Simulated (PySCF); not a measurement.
Compound: C4H6F2O.
Z-matrix (Å and degrees, GFN2-xTB geometry), rows numbered from 1:
```
F 
C   1  1.3828
C   2  1.5274  1  109.07
C   3  1.5292  2  100.90  1   -87.50
C   4  1.5271  3  100.93  2   -34.03
F   5  1.3825  4  109.11  3   -87.47
O   2  1.3881  1  108.07  3  -116.51
H   2  1.0955  1  105.60  3   125.41
H   3  1.0867  2  111.09  1    33.41
H   3  1.0892  2  109.73  1   155.28
H   4  1.0865  3  113.74  2  -153.12
H   4  1.0891  3  111.00  2    82.18
H   5  1.0953  4  116.06  3   153.43
```

Theory: PySCF 2.14.0, density-fitted response routines, TDDFT B3LYP/def2-SVPD, vertical, gas phase, core orbitals frozen in the response.

```
state  E (eV)  E (hartree)       f  symmetry   main configurations (H = HOMO, L = LUMO)
   S1    8.60       0.3160   0.040         B                                  H→L (97%)
   S2    8.76       0.3220  0.0054         A                                H-1→L (98%)
   S3    9.09       0.3341   0.026         B                                H-2→L (90%)
   S4    9.12       0.3350  0.0000         –                                H→L+1 (96%)
   S5    9.28       0.3411   0.010         B                              H-1→L+1 (86%)
   S6    9.46       0.3477   0.027         B                                H→L+2 (94%)
   S7    9.56       0.3512   0.014         A   H-1→L+2 (59%), H-2→L+1 (25%), H-3→L (9%)
   S8    9.67       0.3552  0.0004         –  H-2→L+1 (52%), H-1→L+2 (32%), H-3→L (12%)
```

Triplets (Tamm–Dancoff): T1 8.51 eV, H→L (91%); T2 8.60 eV, H-1→L (90%); T3 8.91 eV, H-2→L (73%), H-1→L+1 (19%).

The lowest singlet comes at 144 nm (830 kJ/mol) in the vacuum ultraviolet; it is of moderate strength; its leading configuration is HOMO→LUMO (97%). The lowest level is also the most intense of those listed (f = 0.040). Löwdin shares by element: HOMO oxygen 57%, fluorine 20%, carbon 6% or more (atoms not listed hold the other 17%); LUMO carbon 46% (atoms not listed hold the other 54%). Of the 8 states listed, 5 reach f = 0.01 and 2 stay under 0.0005. Weighted by f, the mean energy of these states is 9.07 eV. The oscillator strengths of these states sum to 0.123; summed over the whole spectrum of an exact calculation they would give the number of electrons, 56 (Thomas–Reiche–Kuhn). No computed singlet lies in the visible range (380 to 750 nm); the lowest, at 144 nm, stands 5.34 eV above its violet end (3.26 eV). Symmetry labels in C2 follow from the direction of the transition dipole and are given only for states with f of 0.002 or more. The window holds the lowest 8 singlets.

One conformer stands for the species.
